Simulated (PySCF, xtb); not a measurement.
CH11NOSi3, SMILES O[Si@@H]([SiH3])CN[SiH3].

GFN2-xTB run with xtb at its own geometry gives an orbital gap of 3.74 eV and a dipole moment of 1.76 D.

Geometry: B3LYP-D3(BJ)/def2-SVP. The structure was generated by enumeration; whether it is a known compound was not checked. Other conformers were not sampled.

Task: What does PBE/def2-TZVP run with PySCF give? (The exact figures need the calculation; the answer reports its results.)

Result: gap 4.04 eV (levels -5.40 and -1.35 eV), dipole 1.61 D.
